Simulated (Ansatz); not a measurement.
# doublet BeO(+): levels of theory in one basis

```yaml
atoms:
  - { symbol: Be, position_ang: [0.0000, 0.0000, 0.0000] }
  - { symbol: O, position_ang: [0.0000, 0.0000, 1.4641] }
```

Basis set: def2-SVP (spherical functions). Left uncorrelated: 1 orbital. Correlation on ROHF uses semicanonical orbitals with singles. Charge 1, multiplicity 2.

Computed with Ansatz (development build ahead of 0.2.0); each method stands on the lowest determinant of its kind that the runs found.

| method | E − E(ROHF) (eV) | <S²> of the determinant |
| --- | --- | --- |
| ROHF | 0.00 | 0.75 |
| UHF | -0.10 | 0.76 |
| ROHF-MP2 | -4.41 | – |
| UHF-MP2 | -4.42 | 0.76 |

Q: What does ROHF-CCSD(T) give on the same scale?

A: -4.83 eV.

Q: Is a single determinant a sound starting point here?

A: By this sign, yes. Unrestricted orbitals gain 0.10 eV and <S²> is 0.76 against 0.75 for a pure state.
